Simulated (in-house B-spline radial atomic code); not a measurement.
## RPA and G0W0 on BHandHLYP: Xe VII (Xe6+)

Configuration [Kr] 4d10 5s2, mean-field start BHandHLYP. Computed with a B-spline radial code for spherical atoms: all electrons, scalar-relativistic (spin-free one-electron X2C), finite nucleus, each spin shell either full or empty, empty states to l = 9 with an (l + 1/2)⁻⁴ tail; G0W0 by contour deformation at full frequency.

Command:
```bash
python run_gw.py task.json out
```
Settings (radii: box in bohr, nucleus in fm):
```
Z                        54
electrons                48
configuration            [Kr] 4d10 5s2
hamiltonian              x2c
method                   bhandhlyp
lmax                     9
rms_radius               4.7859
spin_polarised           False
box_radius               9.29
intervals                66
ion_configuration        [Kr] 4d10 5s1
```

Run time, properties included: 9.8 s on 1 thread of Intel(R) Xeon(R) Platinum 8488C (shared host).

Energies (hartree):

| term | value |
| --- | --- |
| mean-field total | -7438.22390 |
| Hartree-Fock functional on these orbitals | -7435.40716 |
| direct second order | -4.2296 |
| second-order exchange | 1.1614 |
| SOSEX correction | 1.0918 |

(1) What is the RPA correlation energy, and what remains with SOSEX?

Quasi-particle levels (eV):

| level | occupied | mean field | Σx - vxc | Σc | QP weight | G0W0 |
| --- | --- | --- | --- | --- | --- | --- |
| 5s | yes | -88.64 | -1.23 | ? | ? | ? |
| 4d | yes | -141.40 | -5.84 | 0.46 | 0.957 | -146.78 |
| 5p | no | -68.16 | 4.02 | -1.67 | 0.971 | -65.81 |

G0W0 = mean field + (Σx - vxc) + Σc, with Σc (partial-wave tail included) taken at the quasi-particle energy. Only the outer levels were computed. Levels of low weight are left out.

(2) Where does G0W0 put 5s?

(3) What does it cost to remove one electron (to [Kr] 4d10 5s1) by differences of total energies, each species on its own start (correlation terms add to the Hartree-Fock functional)?

Answers

(1) RPA gives -3.777 hartree (-2.14 eV per electron); RPA + SOSEX gives -2.6851, and the second-order doubles -3.0681 hartree (no singles). RPA lacks exchange-type terms and so overcorrelates at short range.

(2) At -92.46 eV, with Σc = -2.59 eV and a quasi-particle weight of 0.972. The tabulated removal energy is 91.6 ± 0.5 eV (NIST, semi-empirical); the calculation leaves out spin-orbit coupling, Breit and QED terms, and what these don't explain is the method's own error.

(3) BHandHLYP 91.84 eV, Hartree-Fock functional 89.65 eV, + RPA 92.26 eV, + RPA + SOSEX 91.71 eV, + second order 92.89 eV. Tabulated: 91.6 ± 0.5 eV (NIST, semi-empirical); the calculation leaves out spin-orbit coupling, Breit and QED terms, and what these don't explain is the method's own error.
